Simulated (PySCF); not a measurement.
C2H6OSi2, SMILES C1=C[SiH2]O[SiH2]1.

Coordinates come from a PBE0-D3(BJ)/def2-SVP optimisation. This is a generated structure with no PubChem entry under its InChIKey; it may be hypothetical.

Computed with TDA-ωB97X/def2-SVPD run with PySCF 2.14.0.

Vertical excitations. The molecule is in vacuum. State labels are in the subgroup C2v.

| state | symmetry | energy (eV) | λ (nm) | f | main pairs |
|---|---|---|---|---|---|
| S1 | B2 | 6.28 | 197 | 0.006 | HOMO−1→LUMO 95 % |
| S2 | B1 | 7.15 | 173 | 0.422 | HOMO→LUMO 93 % |
| S3 | A2 | 7.31 | 170 | 0.000 | HOMO−3→LUMO 88 % |
| S4 | B2 | 7.35 | 169 | 0.000 | HOMO→LUMO+1 80 % |
| S5 | B1 | 7.72 | 161 | 0.042 | HOMO−2→LUMO 94 % |
| S6 | B2 | 7.89 | 157 | 0.000 | HOMO−2→LUMO+1 53 %, HOMO→LUMO+2 26 %, HOMO→LUMO+1 9 % |
| S7 | B1 | 8.04 | 154 | 0.010 | HOMO−1→LUMO+1 88 % |
| S8 | A2 | 8.13 | 152 | 0.000 | HOMO→LUMO+3 54 %, HOMO−4→LUMO+1 22 % |
| S9 | B2 | 8.19 | 151 | 0.008 | HOMO→LUMO+2 54 %, HOMO−2→LUMO+1 29 % |
| S10 | A1 | 8.42 | 147 | 0.003 | HOMO−3→LUMO+1 67 %, HOMO−1→LUMO+3 21 % |
| T1 | B1 | 4.19 | 296 | 0 | HOMO→LUMO 70 %, HOMO−2→LUMO 24 % |
| T2 | B2 | 5.65 | 219 | 0 | HOMO−1→LUMO 96 % |
| T3 | A2 | 6.75 | 184 | 0 | HOMO−3→LUMO 84 % |
| T4 | B2 | 7.08 | 175 | 0 | HOMO→LUMO+1 66 %, HOMO−2→LUMO+1 18 % |
Triplets are in the Tamm–Dancoff approximation.
